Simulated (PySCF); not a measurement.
C2Si, SMILES [C][C][Si] (connectivity only; charge and spin as stated), neutral, multiplicity 1. Atoms are numbered in the order given.

```xyz
3

Si     0.0000     0.0000     1.0747
C      0.0000     0.0000    -0.6149
C      0.0000     0.0000    -1.8927
```
Charge 0, spin multiplicity 1.

Coordinates come from a PBE0-D3(BJ)/def2-TZVP optimisation. The geometry has at least one imaginary mode, so it is a saddle point at that level.

The numbers are results of B3LYP/def2-TZVPD in PySCF, not measurements.

The molecule is in vacuum.

Question: Estimate the frontier levels, gap, dipole moment and polarisability. (Estimate from the structure and the level; the computed values follow.)

Answer: 
highest occupied level: -7.64 eV
lowest empty level: -3.72 eV
orbital gap: 3.91 eV
dipole moment: 4.58 D
quadrupole, principal values (traceless, Buckingham form, about the centre of nuclear charge): -7.88, 3.94, 3.94 D·Å
mean static polarisability: 54.7 bohr³ (8.11 Å³)
polarisability, principal values: 41.7, 41.7, 80.8 bohr³
